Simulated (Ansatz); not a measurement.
**A barrier at the coupled-cluster level**

Start structure (BSiH$_{4}$ClF$_{2}$, singlet), relaxed at PBE0-D4/def2-TZVP:

```xyz
9
angstrom
B -0.7824 -0.7411 0.2585
Si -0.4877 1.2542 0.0148
F -0.7831 -1.5846 -0.7642
F -1.0296 -1.2710 1.4407
H 1.9550 -1.8134 -0.8916
Cl 2.4225 -1.0990 0.0631
H -1.8091 1.9404 0.0335
H 0.3380 1.7849 1.1292
H 0.1766 1.5295 -1.2841
```

The step: BSiH₃F₂ ([F][B]([F])[SiH3]) + HCl → BSiH₂ClF₂ ([F][B]([F])([SiH2])[Cl]) + H₂; bonds formed: B1–Cl6, Si2–H5, H5–H9; bonds broken: Si2–H9, H5–Cl6. Ansatz 0.2.0; basis: def2-TZVPP and def2-QZVPP; cores frozen in the correlated methods. Extrapolation: Hartree–Fock as exp(−7.88 √X), correlation as X^−2.97. Energies below are by CCSD(T) at an estimated basis limit (MP2 extrapolated from triple and quadruple zeta, plus CCSD(T) − MP2 in triple zeta).

What are the electronic barrier and the energy of the step, from the start structure to the end structure? (Judge from chemistry; the value comes from the calculation.)

Computed: Barrier 128.4 kJ/mol; step energy 118.1 kJ/mol (uphill); reverse barrier, their difference, 10.3 kJ/mol. Barrier and step energy count from the start structure, the reverse barrier from the end structure.

The saddle point: One imaginary mode of 396i cm⁻¹.
```json
{"pair": "B1–Cl6", "start (Å)": "3.23", "saddle (Å)": "1.99", "end (Å)": "1.89"}
{"pair": "Si2–H5", "start (Å)": "4.02", "saddle (Å)": "1.88", "end (Å)": "1.84"}
{"pair": "H5–H9", "start (Å)": "3.81", "saddle (Å)": "0.87", "end (Å)": "0.80"}
{"pair": "Si2–H9", "start (Å)": "1.48", "saddle (Å)": "1.71", "end (Å)": "1.84"}
{"pair": "H5–Cl6", "start (Å)": "1.28", "saddle (Å)": "1.85", "end (Å)": "2.38"}
```

Zero-point energy (harmonic, PBE0-D4): ZPE is 110.1 kJ/mol at the start and 109.6 kJ/mol at the saddle, so the barrier goes from 128.4 to 127.9 kJ/mol.

T1 diagnostic: at most 0.013.

Labels in which every atom is bracketed show which atoms are joined, not bond orders.

For scale, one of the runs: CCSD(T)/def2-TZVPP, 233 basis functions (an equivalent command: `ansatz run in.yaml --threads 4`). Hardware: 4 CPU threads, shared host. Wall time 2.2 min; peak host memory 4.1 GiB.
